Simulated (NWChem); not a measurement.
System meant: C3H4F2; SMILES F[C@@H]1C[C@H]1F

Input file for NWChem:

```
start job
memory heap 200 mb stack 900 mb global 1100 mb
geometry units angstroms noautosym nocenter noautoz
  F      1.801241    -0.116912    -0.502177
  C      0.610747     0.429623    -0.108116
  C      0.000000     0.000000     1.204668
  C     -0.610747    -0.429623    -0.108116
  F     -1.801241     0.116912    -0.502177
  H      0.495039     1.484682    -0.414390
  H      0.518725    -0.775123     1.790009
  H     -0.518725     0.775123     1.790009
  H     -0.495039    -1.484682    -0.414390
end
basis spherical
  F library def2-svp
  C library def2-svp
  H library def2-svp
end
dft
  xc m06-l
  iterations 150
end
property
  shielding 5 1 2 3 6 7
end
task dft property
```

End of the output:

```
 Vector   23  Occ=0.000000D+00  E= 9.920224D-02
              MO Center=  2.2D-09,  6.9D-09,  3.2D-01, r^2= 3.7D+00
   Bfn.  Coefficient  Atom+Function         Bfn.  Coefficient  Atom+Function
  ----- ------------  ---------------      ----- ------------  ---------------
    17      1.101659  2 C  s                 45     -1.101659  4 C  s
    72     -0.757557  6 H  s                 87      0.757557  9 H  s
    35     -0.727464  3 C  px                36     -0.395795  3 C  py
    23      0.342144  2 C  pz                51     -0.342144  4 C  pz
    32     -0.280087  3 C  px                16      0.253285  2 C  s

 center of mass
 --------------
 x =   0.00000000 y =   0.00000000 z =  -0.10770273

 moments of inertia (a.u.)
 ------------------
         158.668398999987           3.689722731997          -0.000000000000
           3.689722731997         596.712234211052           0.000000000000
          -0.000000000000           0.000000000000         513.773757384822

     Multipole analysis of the density
     ---------------------------------

     L   x y z        total         alpha         beta         nuclear
     -   - - -        -----         -----         ----         -------
     0   0 0 0     -0.000000    -20.000000    -20.000000     40.000000

     1   1 0 0      0.000000      0.000000      0.000000     -0.000000
     1   0 1 0     -0.000000     -0.000000     -0.000000     -0.000000
     1   0 0 1      0.426592      0.550926      0.550926     -0.675260

     2   2 0 0    -25.183735   -126.696060   -126.696060    228.208386
     2   1 1 0      0.427635      0.171088      0.171088      0.085458
     2   1 0 1     -0.000000     -0.000000     -0.000000     -0.000000
     2   0 2 0    -18.763524    -23.793033    -23.793033     28.822543
     2   0 1 1     -0.000000     -0.000000     -0.000000      0.000000
     2   0 0 2    -20.200403    -46.058306    -46.058306     71.916210

          -----------------------------------------
          Chemical Shielding Tensors (GIAO, in ppm)
          -----------------------------------------

 ------------------------------------------------------------------------
  xm06: d2 not coded                    0
 ------------------------------------------------------------------------
 ------------------------------------------------------------------------
  current input line :
    26: task dft property
 ------------------------------------------------------------------------
 ------------------------------------------------------------------------
 This error has not yet been assigned to a category
 ------------------------------------------------------------------------
 For more information see the NWChem manual at https://nwchemgit.github.io

0: xm06: d2 not coded:Received an Error in Communication
```

**Question.** What is wrong, and how is it mended?

**Answer.** The program stopped with an error. Cause: this functional's second derivatives, which shieldings need, aren't coded here; the fix takes a hybrid GGA instead. This input runs:
```
start job
memory heap 200 mb stack 900 mb global 1100 mb
geometry units angstroms noautosym nocenter noautoz
  F      1.801241    -0.116912    -0.502177
  C      0.610747     0.429623    -0.108116
  C      0.000000     0.000000     1.204668
  C     -0.610747    -0.429623    -0.108116
  F     -1.801241     0.116912    -0.502177
  H      0.495039     1.484682    -0.414390
  H      0.518725    -0.775123     1.790009
  H     -0.518725     0.775123     1.790009
  H     -0.495039    -1.484682    -0.414390
end
basis spherical
  F library def2-svp
  C library def2-svp
  H library def2-svp
end
dft
  xc pbe0
  iterations 150
end
property
  shielding 5 1 2 3 6 7
end
task dft property
```
It converges to -315.79230 Ha (PBE0/def2-SVP, GIAO).
